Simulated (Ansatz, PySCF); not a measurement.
System: SnH$_{4}$ (charge -1, doublet). 
Coordinates optimised at B3LYP-D3(BJ)/def2-TZVP (Ansatz, a program for electronic structure):
```xyz
5

Sn    -0.0308     0.0081     0.0162
H     -0.5291     1.4111    -1.2094
H      0.3236    -1.1557    -1.2774
H      0.1340    -1.3066     1.4173
H      1.6090     0.6445     0.2606
```
Charge -1, spin multiplicity 2.

Total electronic energies in hartree. Correlated levels leave the core frozen unless marked. Open shells are spin-unrestricted. No spin-orbit coupling. Frozen are the shells of the preceding noble gas and the d and f shells that filled before the atom's block. Past Kr the def2 sets carry scalar-relativistic core potentials. Basis-set limits of correlation are two-point, X^-3; Hartree-Fock from the larger set.

| level | program | energy (Eh) |
|---|---|---|
| HF-D4/def2-TZVPD | PySCF + dftd4 | -215.60760 |
| RI-HF/def2-TZVPP | Ansatz | -215.59355 |
| TPSS-D3(BJ)/def2-TZVPD | PySCF + dftd3 | -216.57029 |
| M06-L-D4/def2-TZVPD | PySCF + dftd4 | … |
| PBE0-D4/def2-TZVP | Ansatz + dftd4 | … |
| PBE0-D4/def2-TZVPD | Ansatz + dftd4 | -216.64455 |
| BHLYP/def2-TZVPD | Ansatz | … |
| MN15-D3(BJ)/def2-TZVPD | PySCF + dftd3 | -216.17217 |
| RPA@PBE/def2-TZVPP | Ansatz | -215.88651 |
| MP2/def2-QZVPP | Ansatz | -215.74835 |
| SCS-MP2/def2-QZVPPD | Ansatz | -215.76544 |
| CCSD/def2-SVPD | Ansatz | -215.73860 |
| CCSD/def2-QZVPP | Ansatz | -215.77931 |
| CCSD(T)/def2-SVP | Ansatz | -215.72167 |
| CCSD(T)/CBS(def2-TZVPPD,def2-QZVPPD) | Ansatz | -215.7921 |

Task: Fill in the missing entries.

Result: 
- M06-L-D4/def2-TZVPD, energy (Eh): -216.79832
- PBE0-D4/def2-TZVP, energy (Eh): -216.64154
- BHLYP/def2-TZVPD, energy (Eh): -216.56364
